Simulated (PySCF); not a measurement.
**NMR problem set**

One conformer, non-relativistic, no solvent model, rapidly exchanging positions averaged. Geometry: GFN2-xTB; PBE0/pcSseg-1 with gauge-including orbitals; PySCF 2.14.

δ = σ(ref) − σ, references computed at the same level: $^{1}$H, $^{13}$C against TMS. Splittings of carbon signals by F and P are missing where no couplings were computed. Where no couplings were computed, multiplicities follow the n + 1 count of equivalent neighbours, and m marks all less simple cases (inequivalent or close neighbours, rings, F or P nearby). Shifts are as computed. Against solution values, carbons near 30 ppm lie about +3 ppm off and those near 130 ppm about +5 ppm. Of 1211 compounds with measured shifts, 218 miss one by over three times the rms of a fit or turn the order of signals round; such compounds aren't used in these exercises.

Q: C$_{9}$H$_{14}$. $^{1}$H NMR (600 MHz, computed): δ 5.65 (br s, 1H), 5.44 (br s, 1H), 2.22 (s, 3H), 1.16 (s, 9H). $^{13}$C{$^{1}$H} NMR (computed): δ 150.0 (C), 124.3 (CH2), 97.5 (C), 87.4 (C), 38.8 (C), 30.7 (CH3), 5.6 (CH3). What is it?

A: SMILES C=C(C#CC)C(C)(C)C. The formula gives 3 degrees of unsaturation (no ring in the answer). 7 carbon signals for 9 carbons: some carbons are equivalent by symmetry or fast rotation. Carbon types of the structure: 4 × C, 1 × CH2, 4 × CH3, which accounts for all hydrogens. δC 150.0: fully substituted alkene carbon; an sp2 carbon of a C=C bond. δC 124.3: terminal =CH2 carbon; an sp2 carbon of a C=C bond. δC 97.5, 87.4: alkyne carbon; sp carbons lie upfield of alkene carbons because the cylindrical π system leaves one tensor component strongly shielded. δC 5.6: propargylic methyl carbon; aliphatic region, no heteroatom directly attached.

The data come from this structure; uniqueness wasn't tested.

Q: C$_{8}$H$_{15}$P. $^{1}$H NMR (500 MHz, computed): δ 5.95 (m, 1H), 5.35 (m, 1H), 5.15 (m, 1H), 1.96 (m, 2H), 1.93 (m, 2H), 1.64 (m, 1H), 1.35 (m, 2H), 1.05 (m, 2H), 1.03 (m, 3H). $^{13}$C{$^{1}$H} NMR (computed): δ 154.6 (CH), 118.7 (CH2), 51.4 (CH), 35.2 (CH2), 34.3 (CH2), 18.5 (CH3). Give a structure.

A: SMILES C1(C=C)CCP(C)CC1. 6 carbon signals for 8 carbons: some carbons are equivalent by symmetry or fast rotation. Carbon types of the structure: 2 × CH, 5 × CH2, 1 × CH3, which accounts for all hydrogens. δC 154.6: alkene CH; the olefinic region. δC 118.7: terminal =CH2 carbon; as expected for a trigonal carbon in a double bond. δH 5.35, 5.15: hydrogen on a terminal =CH2 carbon; a vinylic proton, deshielded by the sp2 carbon and the C=C anisotropy. δH 1.64: hydrogen on an allylic sp3 CH; allylic position.

The shifts were computed for this structure.

Q: C$_{9}$H$_{11}$OP. $^{1}$H NMR (300 MHz, computed): δ 8.08 (m, 1H), 7.70 (m, 1H), 7.46 (m, 1H), 7.46 (m, 1H), 7.37 (m, 1H), 3.72 (s, 3H), 2.57 (s, 3H). $^{13}$C{$^{1}$H} NMR (computed): δ 203.1 (CH), 146.1 (C), 143.0 (C), 142.1 (CH), 134.0 (CH), 133.9 (CH), 130.1 (CH), 60.9 (CH3), 25.8 (CH3). What is it?

A: SMILES CO/C=P\c1ccccc1C. 9 carbon signals for 9 carbons: no two carbons are equivalent. Carbon types of the structure: 2 × C, 5 × CH, 2 × CH3, which accounts for all hydrogens. δC 203.1: carbon double-bonded to a heavier main-group atom. δC 146.1, 143.0: substituted aromatic carbon. δC 142.1, 134.0, 133.9, 130.1: aromatic CH. δC 60.9: methyl carbon bonded to O; pulled downfield by the heteroatom.

The data come from this structure; uniqueness wasn't tested.
